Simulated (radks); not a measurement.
Values are calculated unless marked as measured or tabulated.
Problem. All-electron atom: the nitrogen ion N1.5+ in [He] 2s2 2p(up 1.5, down 0) (fractional occupations, a model configuration). Code: a radial shooting solver on a logarithmic mesh with Libxc functionals. Model: non-relativistic Kohn-Sham, BLYP, spin-polarised, spherical densities, point nucleus. Some entries of the table are withheld. Estimate them.

| orbital | occ. | eigenvalue (eV) | <r> (bohr) | <1/r> (bohr^-1) |
|---|---|---|---|---|
| 1s up | 1 | -412.7157 | 0.2300 | 6.631 |
| 1s down | 1 | -411.6968 | 0.2295 | 6.642 |
| 2s up | 1 | -41.5331 | 1.198 | 1.212 |
| 2s down | 1 | -38.5123 | 1.226 | 1.184 |
| 2p up | 1.5 | -29.9379 | (1) | 1.110 |
| 2p down | 0 | -26.9406 | (2) | 1.078 |

Solution. 
(1) 2p up <r> (bohr): 1.182
(2) 2p down <r> (bohr): 1.229
